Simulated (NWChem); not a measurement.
ZrHCl3; SMILES [ZrH]([Cl])([Cl])[Cl]

All runs: NWChem. Coordinates come from a PBE0/def2-SVP optimisation. def2 effective core potentials on Zr; no spin-orbit coupling. Level B3LYP/def2-SVP: energy and gradient on several grids; changes count from the extra-fine grid, which is no exact limit either.

Which is the coarsest grid (fine; xfine; xcoarse; medium; coarse) from which on the energy stays within 100 μHa and each gradient component within 200 μHa/bohr of xfine?

coarse.
```json
[
 {"grid": "xcoarse", "size of the energy change (μHa)": "800", "largest change of a gradient component (μHa/bohr)": "1000"},
 {"grid": "coarse", "size of the energy change (μHa)": "30", "largest change of a gradient component (μHa/bohr)": "< 30"},
 {"grid": "medium", "size of the energy change (μHa)": "< 10", "largest change of a gradient component (μHa/bohr)": "< 30"},
 {"grid": "fine", "size of the energy change (μHa)": "< 10", "largest change of a gradient component (μHa/bohr)": "< 30"},
 {"grid": "xfine", "size of the energy change (μHa)": "< 10", "largest change of a gradient component (μHa/bohr)": "< 30"}
]
```
